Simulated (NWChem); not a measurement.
System: GeCl2, singlet; SMILES [Cl][Ge][Cl]

The following NWChem deck was run.

```
start job
memory heap 200 mb stack 900 mb global 1100 mb
geometry units angstroms noautoz
  Ge     0.000000     0.000000     0.729598
  Cl    -1.713789     0.000000    -0.681920
  Cl     1.713789     0.000000    -0.681920
end
basis spherical
  * library 6-31g*
end
dft
  xc r2scan
  iterations 150
  mulliken
end
task dft gradient
```

Parts of the log:

```
             Northwest Computational Chemistry Package (NWChem) 7.3.0
             --------------------------------------------------------

 C2V symmetry detected

                             Geometry "geometry" -> ""
                             -------------------------

 Output coordinates in angstroms (scale by  1.889725989 to convert to a.u.)

  No.       Tag          Charge          X              Y              Z
 ---- ---------------- ---------- -------------- -------------- --------------
    1 Ge                  32.0000     0.00000000     0.00000000     0.72714564
    2 Cl                  17.0000    -1.71378900     0.00000000    -0.68437236
    3 Cl                  17.0000     1.71378900     0.00000000    -0.68437236

 Effective nuclear repulsion energy (a.u.)     303.9349110725

      Symmetry information
      --------------------

 Group name             C2v
 Group number             16
 Group order               4
 No. of unique centers     2

                                 NWChem DFT Module
                                 -----------------

 Summary of "ao basis" -> "ao basis" (spherical)
 ------------------------------------------------------------------------------
       Tag                 Description            Shells   Functions and Types
 ---------------- ------------------------------  ------  ---------------------
 Ge                          6-31g*                 12       32   5s4p3d
 Cl                          6-31g*                  8       18   4s3p1d

      Symmetry analysis of basis
      --------------------------

        a1         28
        a2          8
        b1         20
        b2         12

            General Information
            -------------------
          SCF calculation type: DFT
          Wavefunction type:  closed shell.
          No. of atoms     :     3
          No. of electrons :    66
           Alpha electrons :    33
            Beta electrons :    33
          Charge           :     0
          Spin multiplicity:     1
          Use of symmetry is: on ; symmetry adaption is: on
          Maximum number of iterations: 150
          AO basis - number of functions:    68
                     number of shells:    28
          Convergence on energy requested:  1.00D-06
          Convergence on density requested:  1.00D-05
          Convergence on gradient requested:  5.00D-04

              XC Information
              --------------
                      r^2SCAN Method XC Functional
               r^2SCAN metaGGA Exchange Functional  1.000
                     r^2SCAN Correlation Potential  1.000

             Grid Information
             ----------------
          Grid used for XC integration:  medium
          Radial quadrature: Mura-Knowles
          Angular quadrature: Lebedev.
          Tag              B.-S. Rad. Rad. Pts. Rad. Cut. Ang. Pts.
          ---              ---------- --------- --------- ---------
          Ge                  1.25      112           8.0       590
          Cl                  1.00       88          10.0       590
          Grid pruning is: on
          Number of quadrature shells:   200
          Spatial weights used:  Erf1

      Superposition of Atomic Density Guess
      -------------------------------------

 Sum of atomic energies:       -2993.92260191

      Non-variational initial energy
      ------------------------------

 Total energy =   -2994.122323
 1-e energy   =   -4770.976743
 2-e energy   =    1472.919509
 HOMO         =      -0.296639
 LUMO         =      -0.049127

      Symmetry analysis of molecular orbitals - initial
      -------------------------------------------------

  Numbering of irreducible representations:

     1 a1          2 a2          3 b1          4 b2

  Orbital symmetries:

     1 a1          2 a1          3 b1          4 a1          5 b1
     6 a1          7 b2          8 a1          9 b1         10 a1
    11 b1         12 b1         13 b2         14 a1         15 a2
    16 a1         17 b1         18 a1         19 b2         20 b1
    21 a1         22 a1         23 a2         24 b2         25 a1
    26 b1         27 a1         28 b1         29 a1         30 b2
    31 a2         32 b1         33 a1         34 b2         35 b1
    36 a1         37 a1         38 a1         39 b2         40 b1
    41 b1         42 a1         43 a1

     ---------------------------------------------
      Total Density - Mulliken Population Analysis
     ---------------------------------------------

    Atom       Charge   Shell Charges
 -----------   ------   -------------------------------------------------------
    1 Ge  32    30.97   2.00  2.00  6.00  2.00  5.99  1.54  0.78  0.42  0.13  6.89  2.96  0.25
    2 Cl  17    17.51   2.00  2.00  5.98  1.39  3.75  0.56  1.83  0.01
    3 Cl  17    17.51   2.00  2.00  5.98  1.39  3.75  0.56  1.83  0.01

   convergence    iter        energy       DeltaE   RMS-Dens  Diis-err
 ---------------- ----- ----------------- --------- --------- ---------
 d= 0,ls=0.0,diis     1  -2997.0153551048 -3.30D+03  3.06D-02  4.20D-01
 d= 0,ls=0.0,diis     2  -2996.7564178751  2.59D-01  2.07D-02  1.80D+00
 d= 0,ls=0.0,diis     3  -2997.0895562411 -3.33D-01  1.83D-03  3.71D-02
 d= 0,ls=0.0,diis     4  -2997.0923264898 -2.77D-03  4.49D-04  6.17D-03
 d= 0,ls=0.0,diis     5  -2997.0926828062 -3.56D-04  1.38D-04  6.03D-05
  Resetting Diis
 d= 0,ls=0.0,diis     6  -2997.0926887928 -5.99D-06  3.34D-05  7.41D-06
 d= 0,ls=0.0,diis     7  -2997.0926896979 -9.05D-07  1.92D-05  1.44D-07
 d= 0,ls=0.0,diis     8  -2997.0926896438  5.42D-08  1.11D-05  4.52D-07
 d= 0,ls=0.0,diis     9  -2997.0926897326 -8.88D-08  1.15D-06  7.62D-09

         Total DFT energy =    -2997.092689732557
      One electron energy =    -4770.293681662602
           Coulomb energy =     1604.719713439684
    Exchange-Corr. energy =     -135.453632582116
 Nuclear repulsion energy =      303.934911072477

 Numeric. integr. density =       66.000000610896

                  Occupations of the irreducible representations
                  ----------------------------------------------

                     irrep           alpha         beta
                     --------     --------     --------
                     a1               15.0         15.0
                     a2                3.0          3.0
                     b1               10.0         10.0
                     b2                5.0          5.0

                       DFT Final Molecular Orbital Analysis
                       ------------------------------------

 Vector   31  Occ=2.000000D+00  E=-3.066373D-01  Symmetry=a2
              MO Center= -2.9D-15,  3.0D-16, -6.6D-01, r^2= 4.1D+00
   Bfn.  Coefficient  Atom+Function         Bfn.  Coefficient  Atom+Function
  ----- ------------  ---------------      ----- ------------  ---------------
    40      0.513694  2 Cl py                58     -0.513694  3 Cl py
    44      0.286708  2 Cl py                62     -0.286708  3 Cl py
    36     -0.201609  2 Cl py                54      0.201609  3 Cl py
    28     -0.048849  1 Ge d -2              18      0.032816  1 Ge d -2

 Vector   32  Occ=2.000000D+00  E=-2.924646D-01  Symmetry=b1
              MO Center= -2.8D-14, -1.2D-15, -6.4D-01, r^2= 4.2D+00
   Bfn.  Coefficient  Atom+Function         Bfn.  Coefficient  Atom+Function
  ----- ------------  ---------------      ----- ------------  ---------------
    39      0.427514  2 Cl px                57      0.427514  3 Cl px
    41     -0.310864  2 Cl pz                59      0.310864  3 Cl pz
    43      0.229078  2 Cl px                61      0.229078  3 Cl px
    45     -0.171585  2 Cl pz                63      0.171585  3 Cl pz
    35     -0.166643  2 Cl px                53     -0.166643  3 Cl px

 Vector   33  Occ=2.000000D+00  E=-2.735426D-01  Symmetry=a1
              MO Center=  3.2D-15, -2.1D-16,  9.0D-02, r^2= 4.2D+00
   Bfn.  Coefficient  Atom+Function         Bfn.  Coefficient  Atom+Function
  ----- ------------  ---------------      ----- ------------  ---------------
    10      0.471964  1 Ge s                 41      0.420290  2 Cl pz
    59      0.420290  3 Cl pz                13     -0.333090  1 Ge pz
    45      0.239490  2 Cl pz                63      0.239490  3 Cl pz
    14     -0.226585  1 Ge s                  6     -0.182420  1 Ge s
    37     -0.163391  2 Cl pz                55     -0.163391  3 Cl pz

 Vector   34  Occ=0.000000D+00  E=-1.467178D-01  Symmetry=b2
              MO Center=  1.2D-15, -1.1D-14,  5.6D-01, r^2= 3.0D+00
   Bfn.  Coefficient  Atom+Function         Bfn.  Coefficient  Atom+Function
  ----- ------------  ---------------      ----- ------------  ---------------
    12      0.792855  1 Ge py                16      0.318183  1 Ge py
     8     -0.268807  1 Ge py                40     -0.238569  2 Cl py
    58     -0.238569  3 Cl py                44     -0.188010  2 Cl py
    62     -0.188010  3 Cl py                36      0.091043  2 Cl py
    54      0.091043  3 Cl py                 4      0.080100  1 Ge py

 Vector   35  Occ=0.000000D+00  E=-4.027878D-02  Symmetry=a1
              MO Center=  1.6D-13, -5.1D-16,  3.5D-01, r^2= 4.0D+00
   Bfn.  Coefficient  Atom+Function         Bfn.  Coefficient  Atom+Function
  ----- ------------  ---------------      ----- ------------  ---------------
    13      0.763084  1 Ge pz                17      0.564308  1 Ge pz
    10      0.560023  1 Ge s                 43      0.356022  2 Cl px
    61     -0.356022  3 Cl px                42      0.339778  2 Cl s
    60      0.339778  3 Cl s                 39      0.293365  2 Cl px
    57     -0.293365  3 Cl px                 9     -0.233288  1 Ge pz

 Vector   36  Occ=0.000000D+00  E=-3.904392D-02  Symmetry=b1
              MO Center= -1.7D-13, -7.1D-17,  7.1D-01, r^2= 3.9D+00
   Bfn.  Coefficient  Atom+Function         Bfn.  Coefficient  Atom+Function
  ----- ------------  ---------------      ----- ------------  ---------------
    11      0.784680  1 Ge px                15      0.660822  1 Ge px
    42      0.334821  2 Cl s                 60     -0.334821  3 Cl s
    45      0.285943  2 Cl pz                63     -0.285943  3 Cl pz
    41      0.249710  2 Cl pz                59     -0.249710  3 Cl pz
     7     -0.244878  1 Ge px                43      0.154312  2 Cl px

     ---------------------------------------------
      Total Density - Mulliken Population Analysis
     ---------------------------------------------

    Atom       Charge   Shell Charges
 -----------   ------   -------------------------------------------------------
    1 Ge  32    31.59   2.00  2.00  6.00  2.00  5.99  1.70  1.37  0.24  0.12  6.86  2.93  0.38
    2 Cl  17    17.21   2.00  2.00  5.97  1.39  3.59  0.57  1.67  0.01
    3 Cl  17    17.21   2.00  2.00  5.97  1.39  3.59  0.57  1.67  0.01

     -------------------------------------------
      Total Density - Lowdin Population Analysis
     -------------------------------------------

    Atom       Charge   Shell Charges
 -----------   ------   -------------------------------------------------------
    1 Ge  32    31.76   2.00  2.00  5.99  1.99  5.88  1.28  1.29  0.51  0.54  6.65  3.07  0.55
    2 Cl  17    17.12   2.00  2.00  5.91  1.17  3.33  0.67  2.04  0.01
    3 Cl  17    17.12   2.00  2.00  5.91  1.17  3.33  0.67  2.04  0.01

     Multipole analysis of the density
     ---------------------------------

     L   x y z        total         alpha         beta         nuclear
     -   - - -        -----         -----         ----         -------
     0   0 0 0     -0.000000    -33.000000    -33.000000     66.000000

     1   1 0 0     -0.000000     -0.000000     -0.000000      0.000000
     1   0 1 0     -0.000000     -0.000000     -0.000000      0.000000
     1   0 0 1      0.865073      0.432536      0.432536     -0.000000

     2   2 0 0    -34.577802   -195.592987   -195.592987    356.608171
     2   1 1 0     -0.000000     -0.000000     -0.000000      0.000000
     2   1 0 1      0.000000      0.000000      0.000000      0.000000
     2   0 2 0    -29.694070    -14.847035    -14.847035      0.000000
     2   0 1 1     -0.000000     -0.000000     -0.000000      0.000000
     2   0 0 2    -31.352992    -74.320752    -74.320752    117.288511

            General Information
            -------------------
          SCF calculation type: DFT
          Wavefunction type:  closed shell.
          No. of atoms     :     3
          No. of electrons :    66
           Alpha electrons :    33
            Beta electrons :    33
          Charge           :     0
          Spin multiplicity:     1
          Use of symmetry is: on ; symmetry adaption is: on
          Maximum number of iterations: 150
          AO basis - number of functions:    68
                     number of shells:    28
          Convergence on energy requested:  1.00D-06
          Convergence on density requested:  1.00D-05
          Convergence on gradient requested:  5.00D-04

              XC Information
              --------------
                      r^2SCAN Method XC Functional
               r^2SCAN metaGGA Exchange Functional  1.000
                     r^2SCAN Correlation Potential  1.000

             Grid Information
             ----------------
          Grid used for XC integration:  medium
          Radial quadrature: Mura-Knowles
          Angular quadrature: Lebedev.
          Tag              B.-S. Rad. Rad. Pts. Rad. Cut. Ang. Pts.
          ---              ---------- --------- --------- ---------
          Ge                  1.25      112           8.0       590
          Cl                  1.00       88          10.0       590
          Grid pruning is: on
          Number of quadrature shells:   200
          Spatial weights used:  Erf1

          Convergence Information
          -----------------------
          Convergence aids based upon iterative change in
          total energy or number of iterations.
          Levelshifting, if invoked, occurs when the
          HOMO/LUMO gap drops below (HL_TOL):  1.00D-02
          DIIS, if invoked, will attempt to extrapolate
          using up to (NFOCK): 10 stored Fock matrices.

                    Damping( 0%)  Levelshifting(0.5)       DIIS
                  --------------- ------------------- ---------------
          dE  on:    start            ASAP                start
          dE off:    2 iters        150 iters           150 iters

                            NWChem DFT Gradient Module
                            --------------------------

  charge          =   0.00
  wavefunction    = closed shell

  Using symmetry

                         DFT ENERGY GRADIENTS

    atom               coordinates                        gradient
                 x          y          z           x          y          z
   1 Ge      0.000000   0.000000   1.374106    0.000000   0.000000   0.005763
   2 Cl     -3.238592   0.000000  -1.293276   -0.004710   0.000000  -0.002881
   3 Cl      3.238592   0.000000  -1.293276    0.004710   0.000000  -0.002881
```

Level: r2SCAN/6-31G* (spherical d). Low-valent species are run as closed-shell singlets; no triplet was tried in these runs. Structure relaxed at the B3LYP/6-31G* (spherical d) level.
